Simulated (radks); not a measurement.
The mean radii <r> (bohr) of the occupied orbitals of an atom or ion are listed with their occupations. All-electron calculation, non-relativistic Kohn-Sham, LDA (Slater exchange, Perdew-Wang correlation), spin-unpolarised, spherical densities, point nucleus. Program: a radial shooting solver on a logarithmic mesh with Libxc functionals.

| orbital | occ. | <r> |
|---|---|---|
| 1s | 2 | 0.09757 |
| 2s | 2 | 0.4825 |
| 2p | 6 | 0.4431 |
| 3s | 2 | 1.581 |
| 3p | 2 | 1.764 |

Name the element and its charge.

Answer. Z = 16, sulfur, charge +2: S2+ in [Ne] 3s2 3p2. The 1s radius gives Z: for a bare nucleus <r> = 1.5/Z, 0.09375 bohr for Z = 16, and screening makes it slightly larger (0.09757 here). The occupations add up to 14, and the charge is Z minus that.
